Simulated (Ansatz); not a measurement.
Species: H2BBr2N, SMILES `NB(Br)Br` (charge 0, multiplicity 1), formula H₂BBr₂N.

Question: How many basis functions does frozen-core CCSD(T)/cc-pVTZ // B3LYP-D3(BJ)/def2-TZVP run with Ansatz (a program for electronic structure) use, how many core orbitals are frozen, and how many electrons are correlated?

Answer: 174 basis functions and 20 frozen orbitals, which leaves 44 correlated electrons (filled d shells below the valence shell are correlated). Core time is of the order of minutes.
